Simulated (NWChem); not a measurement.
A series in which one site is exchanged, each optimised at PBE0/def2-SVP with NWChem, gas phase unless a solvent is named. For some, no frequency run checked for a minimum. def2 effective core potentials on Sr, Te, Hg; no spin-orbit coupling.

A: [Cl][Sr][Cl] (SrCl$_{2}$; site = Sr)
B: Cl[Te]Cl (TeCl2; site = Te)
C: [Cl][Hg][Cl] (HgCl$_{2}$; site = Hg)
D: [Cl][Zn][Cl] (ZnCl₂; site = Zn)

Rank them by lowest singlet excitation, CAM-B3LYP/def2-SVPD, TDA (eV), lowest first.

B (2.38), A (4.91), C (5.11), D (6.03)
